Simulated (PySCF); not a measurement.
CH7BOSi, SMILES [SiH3]OCB, GFN2-xTB optimised geometry.

```
11

B      1.62     0.02     1.28
C      0.90    -0.53     0.00
O     -0.51    -0.53     0.00
Si    -1.54     0.70     0.00
H      2.79     0.01     1.29
H      1.01     0.41     2.19
H      1.26     0.01    -0.89
H      1.20    -1.58    -0.17
H     -2.79    -0.05    -0.01
H     -1.41     1.58     1.17
H     -1.36     1.54    -1.19
```

Density from PBE0/def2-TZVP (PySCF 2.14.0) at that geometry.

Minimum of the electron density along straight lines between bonded atoms, close to the bond critical point (lines longer than 1.1 times the sum of covalent radii, or with two minima, are not listed):

| bond | length / Å | ρ at the minimum / e bohr⁻³ | ∇²ρ there / e bohr⁻⁵ | position (fraction from the first atom) |
|---|---|---|---|---|
| B1–C2 | 1.565 | 0.192 | -0.27 | 0.33 |
| C2–O3 | 1.408 | 0.256 | -0.46 | 0.35 |
| O3–Si4 | 1.613 | 0.145 | 0.98 | 0.59 |
| B1–H5 | 1.167 | 0.194 | -0.34 | 0.44 |
| B1–H6 | 1.165 | 0.195 | -0.36 | 0.44 |
| C2–H7 | 1.101 | 0.272 | -0.92 | 0.64 |
| C2–H8 | 1.100 | 0.273 | -0.94 | 0.65 |
| Si4–H9 | 1.453 | 0.128 | 0.19 | 0.49 |
| Si4–H10 | 1.466 | 0.125 | 0.18 | 0.49 |
| Si4–H11 | 1.469 | 0.124 | 0.18 | 0.49 |
